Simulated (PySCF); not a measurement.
## Tc: excitation energy

Tc [Kr] 4d5 5s2 (6S) → Tc [Kr] 4d7 (4F), as a difference of total energies. Calculation: PySCF 2.14, in x2c-TZVPPall (8s6p6d2f1g, 79 functions); the spin-free X2C one-electron Hamiltonian (Gaussian nucleus). Correlated levels: valence: [Kr] frozen. The calculations carry no spin-orbit coupling.

| method | excitation energy (eV) |
| --- | --- |
| UHF | 3.590 |
| MP2 (valence) | 2.348 |
| SCS-MP2 (valence) | 1.863 |
| CCSD (valence) | 2.620 |
| CCSD(T) (valence) | 2.505 |

Problem. How much does correlation contribute at CCSD(T) (valence)?

Solution. 2.505 − (3.590) = -1.085 eV, measured against UHF.
